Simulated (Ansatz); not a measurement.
System: C$_{6}$H$_{12}$BN, net charge 0, singlet state. SMILES: C(B(N(C)C)C=C)=C
Structure (B3LYP-D3(BJ)/def2-TZVP (Ansatz, a first-principles code) minimum search):
```xyz
20

C      1.9124    -1.7745     1.0886
C      0.6390    -1.5121     0.7846
B      0.1936    -0.2638    -0.0511
C      1.3002     0.4822    -0.8815
C      1.6196     1.7721    -0.7806
N     -1.1468     0.1636    -0.0610
C     -1.6663     1.2295    -0.9039
C     -2.1944    -0.4054     0.7715
H      2.7165    -1.1175     0.7757
H      2.2046    -2.6438     1.6680
H     -0.0958    -2.2282     1.1460
H      1.9289    -0.1262    -1.5307
H      2.4506     2.2104    -1.3231
H      1.0700     2.4476    -0.1325
H     -0.9060     1.5725    -1.5971
H     -2.0028     2.0797    -0.3003
H     -2.5296     0.8694    -1.4739
H     -1.7960    -1.1521     1.4497
H     -2.9751    -0.8667     0.1568
H     -2.6682     0.3787     1.3716
```
Charge 0, spin multiplicity 1.

Quantity: atomisation energy (electronic, to ground-state atoms), in eV. Cores are frozen in the correlated levels unless marked. UHF or UKS for open shells. Spin-orbit coupling is left out. No relativistic terms. The coupled-cluster limit lacks core correlation, which all-electron functionals hold. CBS(X,Y): correlation extrapolated as X^-3; Hartree-Fock from the larger set. The bracket is a focal-point correction in the basis named.

```json
[
 {"level": "HF/aug-cc-pVQZ", "program": "Ansatz", "atomisation energy (eV)": "64.12"},
 {"level": "PBE-D3(BJ)/def2-TZVPD", "program": "Ansatz + dftd3", "atomisation energy (eV)": "88.00"},
 {"level": "B3LYP/def2-TZVPD", "program": "Ansatz", "atomisation energy (eV)": "85.39"},
 {"level": "PBE0/6-31G*", "program": "Ansatz", "atomisation energy (eV)": "86.37"},
 {"level": "PBE0/def2-SVP", "program": "Ansatz", "atomisation energy (eV)": "87.10"},
 {"level": "HSE06/def2-TZVPD", "program": "Ansatz", "atomisation energy (eV)": "86.29"},
 {"level": "CAM-B3LYP-D4/def2-TZVPD", "program": "Ansatz + dftd4", "atomisation energy (eV)": "86.36"},
 {"level": "LC-wPBE-D3(BJ)/def2-TZVPD", "program": "Ansatz + dftd3", "atomisation energy (eV)": "86.13"},
 {"level": "LC-wPBE/def2-TZVPD", "program": "Ansatz", "atomisation energy (eV)": "85.67"},
 {"level": "B2GP-PLYP/def2-TZVPD", "program": "Ansatz", "atomisation energy (eV)": "84.75"},
 {"level": "MP2/6-31G", "program": "Ansatz", "atomisation energy (eV)": "75.02"},
 {"level": "MP2/6-31G*", "program": "Ansatz", "atomisation energy (eV)": "79.82"},
 {"level": "RI-MP2/aug-cc-pVTZ", "program": "Ansatz", "atomisation energy (eV)": "85.28"},
 {"level": "RI-MP2/cc-pVQZ", "program": "Ansatz", "atomisation energy (eV)": "86.12"},
 {"level": "SCS-MP2/cc-pVDZ", "program": "Ansatz", "atomisation energy (eV)": "80.17"},
 {"level": "CCSD/6-31G", "program": "Ansatz", "atomisation energy (eV)": "74.32"},
 {"level": "CCSD(T)/6-31G", "program": "Ansatz", "atomisation energy (eV)": "74.88"},
 {"level": "CCSD(T)/cc-pVDZ", "program": "Ansatz", "atomisation energy (eV)": "79.61"},
 {"level": "RI-MP2/CBS(cc-pVTZ,cc-pVQZ)+[CCSD(T)-MP2]/cc-pVDZ", "program": "Ansatz", "atomisation energy (eV)": "85.75"},
 {"level": "RI-MP2/CBS(cc-pVTZ,cc-pVQZ)+[CCSD(T)-MP2]/cc-pVTZ", "program": "Ansatz", "atomisation energy (eV)": "85.71"},
 {"level": "RI-MP2/CBS(aug-cc-pVTZ,aug-cc-pVQZ)+[CCSD(T)-MP2]/aug-cc-pVTZ", "program": "Ansatz", "atomisation energy (eV)": "85.70"}
]
```
